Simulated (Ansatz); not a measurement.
`B[SiH2][CH2][GeH3]` + `F[CH]1[NH][AlH]1` → `B[SiH2][CH]1[NH][AlH]1` + `F[CH2][GeH3]`  (redistribution)

Program: Ansatz. Geometries: PBE0-D4/def2-TZVP. ΔE: electronic, gas phase. CBS: MP2 limit from def2 TZ/QZ plus the TZ coupled-cluster correction, frozen cores. DFT in def2-TZVPP. B3LYP here is the variant with VWN-RPA as its local correlation; programs differ in this. For Ge outer-core shells are correlated without core-valence functions, which leaves a few kJ/mol of doubt a bond. Scalar relativity is left out up to krypton. Each species was taken in one conformer, which may not be the lowest.

```csv
level,ΔE (kcal/mol),difference from CCSD(T)/CBS
PBE-D4,14.5,-0.5
PBE0-D4,15.0,0.0
PBE,14.7,-0.3
r2SCAN,15.1,0.1
B3LYP,14.4,-0.6
HF/def2-TZVPP,14.5,-0.5
MP2/def2-TZVPP,15.2,0.2
SCS-MP2/def2-TZVPP,14.6,-0.4
SCS-MP2/def2-QZVPP,14.6,-0.4
MP2/CBS(def2),15.3,0.3
CCSD(T)/CBS,15.0,0
```

Largest T1 diagnostic among the species: 0.015.
